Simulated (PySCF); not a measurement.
Compound: Sn(vinyl)3I, C6H9ISn.
Bonds: Sn1–C2, Sn1–C7, Sn1–C12, Sn1–I17, C2–C3, C7–C8, C12–C13. Hydrogens: H4 on C2; H5, H6 on C3; H9 on C7; H10, H11 on C8; H14 on C12; H15, H16 on C13.

Computed by this run: PBE0-D3(BJ)/def2-SVP geometry optimisation, gas phase, def2 core potentials past Kr (PySCF 2.14.0); density fitting, grid level 1; the optimiser is geomeTRIC in internal coordinates, started from a GFN2-xTB structure with every atom displaced at random (about 0.03 Å).

Step 1: E = -20288.1245 eV
```
atom  x, y, z in Å  |  force x, y, z in eV/Å
Sn1     0.0486   -0.0134    0.0167   -0.144   0.270   0.085
C2     -0.2879    0.0111    2.1368    0.440   0.020  -0.294
C3     -1.0726   -0.8501    2.7834    0.284   0.091   0.109
H4      0.3009    0.7706    2.6744   -0.231  -0.058   0.115
H5     -1.5934   -1.6500    2.2514   -0.181  -0.047   0.039
H6     -1.1667   -0.8072    3.8756   -0.136  -0.060  -0.032
C7      2.0943   -0.2011   -0.5765   -0.338  -0.104   0.195
C8      2.5637   -1.2342   -1.2762   -0.028  -0.081   0.100
H9      2.7481    0.6145   -0.2414    0.139  -0.084  -0.127
H10     1.9492   -2.0839   -1.6047   -0.094   0.180   0.067
H11     3.6180   -1.3025   -1.5340    0.340   0.025  -0.136
C12    -0.8808    1.6970   -0.8895    0.127  -0.652   0.281
C13    -1.8843    1.5181   -1.7457    0.167   0.553  -0.050
H14    -0.5638    2.7091   -0.6137    0.063  -0.001  -0.044
H15    -2.2658    0.5385   -2.0492   -0.016   0.024  -0.015
H16    -2.3180    2.4182   -2.1796   -0.442   0.009  -0.292
I17    -1.3181   -2.1353   -0.9674    0.051  -0.087   0.001
```

Step 2: E = -20288.1519 eV
```
atom  x, y, z in Å  |  force x, y, z in eV/Å
Sn1     0.0388   -0.0528    0.0180   -0.294  -0.185  -0.267
C2     -0.2595   -0.0085    2.1295   -0.020  -0.199  -0.129
C3     -1.0299   -0.8685    2.7987   -0.107   0.077  -0.036
H4      0.2745    0.7756    2.6683    0.079   0.154   0.183
H5     -1.5937   -1.6700    2.3017    0.102   0.047   0.018
H6     -1.1566   -0.7860    3.8847    0.013  -0.044   0.014
C7      2.0877   -0.2161   -0.5620    0.174   0.083   0.052
C8      2.5990   -1.2430   -1.2448    0.014   0.082  -0.030
H9      2.7384    0.6174   -0.2672    0.035   0.014  -0.014
H10     1.9521   -2.0731   -1.5410    0.072  -0.180  -0.103
H11     3.6610   -1.2945   -1.5486   -0.318   0.040   0.138
C12    -0.9272    1.6067   -0.9204    0.343   0.669   0.272
C13    -1.9237    1.6284   -1.7991   -0.190  -0.313  -0.145
H14    -0.5511    2.5939   -0.6132    0.140  -0.058   0.137
H15    -2.3538    0.6899   -2.1577   -0.215  -0.014  -0.169
H16    -2.3430    2.5740   -2.1822    0.089  -0.259   0.053
I17    -1.2416   -2.2738   -0.9044    0.083   0.085   0.024
```

Question: Estimate the geometry and energy of step 3. (The exact step hangs on the optimiser's Hessian estimate; all steps are aligned on step 2, rigid shifts and turns removed.)

Answer: E = -20288.1966 eV, largest force 0.342 eV/Å
```
atom  x, y, z in Å  |  force x, y, z in eV/Å
Sn1     0.0414   -0.0197    0.0211   -0.078   0.004  -0.034
C2     -0.2486    0.0022    2.1368    0.052  -0.044  -0.046
C3     -1.0335   -0.8645    2.7787   -0.067   0.065   0.025
H4      0.2865    0.7766    2.7013   -0.015  -0.008   0.038
H5     -1.5906   -1.6488    2.2522    0.038  -0.012   0.013
H6     -1.1720   -0.8146    3.8653    0.011  -0.024   0.011
C7      2.0879   -0.2045   -0.5549   -0.034  -0.010   0.041
C8      2.5607   -1.2412   -1.2480    0.144   0.022  -0.063
H9      2.7620    0.6103   -0.2598    0.024  -0.022  -0.022
H10     1.9213   -2.0731   -1.5643   -0.011  -0.011   0.007
H11     3.6180   -1.3016   -1.5429   -0.080  -0.003   0.037
C12    -0.8996    1.6604   -0.8983   -0.246   0.082  -0.222
C13    -1.9042    1.5788   -1.7809    0.223   0.057   0.215
H14    -0.5322    2.6539   -0.6039   -0.015  -0.035  -0.007
H15    -2.3145    0.6181   -2.1119   -0.002  -0.013   0.008
H16    -2.3656    2.4797   -2.2072    0.034  -0.050   0.005
I17    -1.2456   -2.2126   -0.9229    0.022   0.003  -0.005
```

The energy changes by -0.0448 eV. The first-order estimate −F·Δx gives -0.0862 eV and the mean of the old and new forces, exact on a quadratic surface, -0.0433 eV. The step makes an angle of 72° with the force vector and moves no atom by more than 0.100 Å.

The cost below is that of the whole optimisation. On Arm Neoverse N1, one thread, no GPU, shared host with 64 logical CPUs at a one-minute load of 61, this took 5.7 min of wall time and 0.79 GiB of memory at its peak.
